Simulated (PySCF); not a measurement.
C4H2BrF, SMILES Br/C(=C/C#C)F. Heavy atoms are numbered as in [CH:1]#[C:2]/[CH:3]=[C:4](\[F:5])[Br:6]. Hydrogens are named by the atom that carries them.

Geometry: PBE-D3(BJ)/def2-SVP. The structure was generated by enumeration; whether it is a known compound was not checked.

Calculation: PBE/def2-TZVP in PySCF.

ESP charges are fitted to the potential on shells at 1.4 to 2.0 van der Waals radii. Atomic charges (e), one atom of each kind:

```csv
atom,ESP fit,Löwdin
C1 (CH),-0.58,…
C2,0.30,-0.11
C3 (CH),-0.33,…
C4,0.14,-0.56
F5,-0.06,…
Br6,-0.01,…
H on C1,0.35,0.13
H on C3,0.19,0.17
```

Question: Fill in the missing entries. (An estimate is asked for; the answer gives what the named calculation found.)

Answer: 
- C1 (CH), Löwdin: -0.07
- C3 (CH), Löwdin: -0.20
- F5, Löwdin: 0.25
- Br6, Löwdin: 0.38

Question: Give the Mayer and Wiberg (Löwdin basis) orders of the bonds. (The exact figures need the calculation; the answer reports its results.)

Answer: 
```
bond    Mayer  Wiberg
------  -----  ------
C1–C2    2.59    2.85
C2–C3    1.32    1.40
C3–C4    1.71    1.87
C4–F5    1.17    1.82
C4–Br6   1.14    1.67
```
